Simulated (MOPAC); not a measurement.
MOPAC input (PM3):

```
PM3 FORCE THERMO(298,298) PRECISE LET GEO-OK AUX(PRECISION=9) THREADS=1
CaS

Ca    0.00000000 1    0.00000000 1   -0.87736719 1
S     0.00000000 1    0.00000000 1    1.13491919 1
```

Output:

```
 *******************************************************************************
 **                                                                           **
 **                              MOPAC v23.2.5                                **
 **                                                                           **
 *******************************************************************************
 ** MOPAC's Digital Object Identifier: https://doi.org/10.5281/zenodo.6511958 **
 **                                                                           **
 ** Please cite the open-source release paper for use of this MOPAC version:  **
 ** J. E. Moussa and J. J. P. Stewart (2026)                                  **
 ** MOPAC: An open-source semiempirical molecular orbital program             **
 ** J. Open Source Softw., 11(119), 8025, https://doi.org/10.21105/joss.08025 **
 *******************************************************************************

                              PM3 CALCULATION RESULTS

 *******************************************************************************
 *  PM3        - The PM3 Hamiltonian to be used
 *  GEO-OK     - OVERRIDE INTERATOMIC DISTANCE AND OTHER SAFETY CHECKS
 *  LET        - OVERRIDE SOME SAFETY CHECKS
 *  PRECISE    - TIGHTER CRITERIA TO BE USED
 *  FORCE      - FORCE CALCULATION SPECIFIED
 *  AUX        - OUTPUT AUXILIARY INFORMATION
 *  THERMO     - THERMODYNAMIC QUANTITIES TO BE CALCULATED
 *******************************************************************************
PM3 FORCE THERMO(298,298) PRECISE LET GEO-OK AUX(PRECISION=9) THREADS=1
 CaS

   ATOM   CHEMICAL          X               Y               Z
  NUMBER   SYMBOL      (ANGSTROMS)     (ANGSTROMS)     (ANGSTROMS)

     1      Ca          0.00000000  *   0.00000000  *  -0.87736719  *
     2       S          0.00000000  *   0.00000000  *   1.13491919  *

          CARTESIAN COORDINATES

    NO.       ATOM           X           Y           Z

     1        Ca          0.0000      0.0000     -0.8774
     2         S          0.0000      0.0000      1.1349

  S: (PM3): J. J. P. STEWART, J. COMP. CHEM. 10, 209 (1989).
 Ca: (PM3): J. J. P. STEWART, J. MOL. MOD., 10, 155-164 (2004)

           Empirical Formula: Ca S  =     2 atoms

      MOLECULAR POINT GROUP   :   C*v

      RHF CALCULATION, NO. OF DOUBLY OCCUPIED LEVELS = 4

          HEAT OF FORMATION =      28.609550 KCALS/MOLE

          CARTESIAN COORDINATE DERIVATIVES

   NUMBER  ATOM         X            Y            Z

     1      Ca     -0.002430     0.000000     0.000000
     2       S      0.002430     0.000000     0.000000

 DIPOLE           X         Y         Z       TOTAL
 POINT-CHG.    -5.812     0.000     0.000     5.812
 HYBRID        -1.842     0.000     0.000     1.842
 SUM           -7.654     0.000     0.000     7.654

          GRADIENT NORM =   0.00344

          MOLECULAR WEIGHT =   72.14

          ROTATIONAL CONSTANTS IN CM(-1)

          A =    0.00000000   B =    0.23372320   C =    0.23372320

           PRINCIPAL MOMENTS OF INERTIA IN UNITS OF 10**(-40)*GRAM-CM**2

          A =        0.0000   B =      119.7688   C =      119.7688

          ORIENTATION OF MOLECULE IN FORCE CALCULATION

    NO.       ATOM         X         Y         Z

     1         Ca      -0.8943    0.0000    0.0000
     2          S       1.1180    0.0000   -0.0000

    FIRST DERIVATIVES WILL BE USED IN THE CALCULATION OF SECOND DERIVATIVES

    FOR POINT-GROUP C*v  THERE ARE  84 UNIQUE SYMMETRY FUNCTIONS.

(To convert to Hartree/Bohr^2, multiply by (10^(-21) x N x a0^2)/(4.184 x 627.51) =  0.0642)

           FORCE MATRIX IN MILLIDYNES/ANGSTROM

                 Ca  1       S  2
 ------------------------------
    Ca    1   1.081341
     S    2   1.081331   1.081320

          HEAT OF FORMATION =      28.609550 KCALS/MOLE

          ZERO POINT ENERGY       0.459 KCAL/MOL

           NORMAL COORDINATE ANALYSIS (Total motion = 1 Angstrom)

   Root No.       1

                 1 Sig

                 321.0

           1   -0.4444
           2   -0.0000
           3    0.0000
           4    0.5556
           5    0.0000
           6   -0.0000

           MASS-WEIGHTED COORDINATE ANALYSIS (NORMAL COORDINATES)

   Root No.       1

                 1 Sig

                 321.0

           1   -0.6666
           2    0.0000
           3    0.0000
           4    0.7454
           5   -0.0000
           6   -0.0000

          DESCRIPTION OF VIBRATIONS

 VIBRATION          1    1Sig        ATOM PAIR     ENERGY CONTRIBUTION    RADIAL
 FREQUENCY           320.99         Ca1 -- S 2        +100.0% (100.0%)    100.0%
 TRANSITION DIPOLE   4.2335
 TRAVEL (Ang.)       0.1086
 REDUCED MASS       17.8121
 EFFECTIVE MASS     35.5138
 FORCE CONSTANT      1.0813

      SYMMETRY NUMBER FOR POINT-GROUP C*v =  1

          SYSTEM IS A GROUND STATE

 CaS

          MOLECULE IS LINEAR

          THERE ARE  1 GENUINE VIBRATIONS IN THIS SYSTEM
          THIS THERMODYNAMICS CALCULATION IS LIMITED TO
          MOLECULES WHICH HAVE NO INTERNAL ROTATIONS

                    CALCULATED THERMODYNAMIC PROPERTIES
                                          *
   TEMP. (K)   PARTITION FUNCTION   H.O.F.    ENTHALPY  HEAT CAPACITY ENTROPY
                                   KCAL/MOL   CAL/MOLE    CAL/K/MOL  CAL/K/MOL

 298.00  VIB.     0.1270D+01                   247.3436     1.6330     1.3042
         ROT.     0.8862D+03                   592.1869     1.9872    15.4742
         INT.     0.1125D+04                   839.5304     3.6202    16.7784
         TRA.     0.5924D+27                  1480.4672     4.9680    38.7423
         TOT.                       28.610    2319.9976     8.5882    55.5208

   *: NOTE: HEATS OF FORMATION ARE RELATIVE TO THE
            ELEMENTS IN THEIR STANDARD STATE AT 298K
              (=  Standard Enthalpy of Formation).

            Hvib:  Zero-point energy is not included.
                   frequencies of less than zero cm-1 are not included.
            Hrot = (3/2)RT
            Htra = (3/2)RT + pV = (5/2)RT

            Heat capacity is Cp, not Cv

          For more information, see: HTTP://OpenMOPAC.net/Manual/thermochemistry.html

           FORCE CONSTANT IN CARTESIAN COORDINATES (Millidynes/A)

    ATOM   CHEMICAL       X               Y               Z
   NUMBER   SYMBOL  FORCE CONSTANT  FORCE CONSTANT  FORCE CONSTANT

      1      Ca        1.081330        0.000513        0.000513
      2       S        1.081330        0.000513        0.000513

 **********************
 *                    *
 * JOB ENDED NORMALLY *
 *                    *
 **********************

 == MOPAC DONE ==
```
